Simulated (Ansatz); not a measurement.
```yaml
crystal:
  periodic: [false, false, false]
  atoms:
    - {symbol: Sn, position_ang: [0.000000, -0.000000, 0.009477]}
    - {symbol: Te, position_ang: [-0.000000, 0.000000, 2.527293]}
basis:
  gaussian: {orbitals: x2c-TZVPPall}
hamiltonian: {xc: {name: BHLYP}, pseudopotentials: {relativity: scalar}}
```

```sh
$ ansatz run in.yaml --threads 4 --pin off --events-out ev --progress --plain --max-ram 10444MiB
```

It prints (some lines left out):

```
Functional definition: BHLYP
1185 factors; integrals over basis functions are off by at most 6.4e-4 eV
mean field evaluation 1: about -352946.6278 eV, gradient 1.8e1 eV
mean field evaluation 2: about -352940.2668 eV, gradient 4.7e1 eV
mean field evaluation 4: about -352948.0937 eV, gradient 1.2e0 eV
mean field evaluation 8: about -352948.1148 eV, gradient 3.6e-2 eV
mean field evaluation 16: about -352948.1148 eV, gradient 2.2e-5 eV
mean field -352948.11480890 eV, -12970.6039824023 hartree, gradient 2.1e-5 eV, S^2 0.000000; 0 other end points of the search recorded, 0 dependent functions left out
reference -352948.11492979 eV, -12970.6039868450 hartree; 51, 51 occupied and 69, 69 virtual orbitals, 1185 factors
Total energy: -352948.11492979 eV, -12970.6039868450 hartree
Relativity: scalar
```

Run time 2.3 s (4 threads of an Arm Neoverse V1 on a shared host); peak host memory 0.32 GiB.
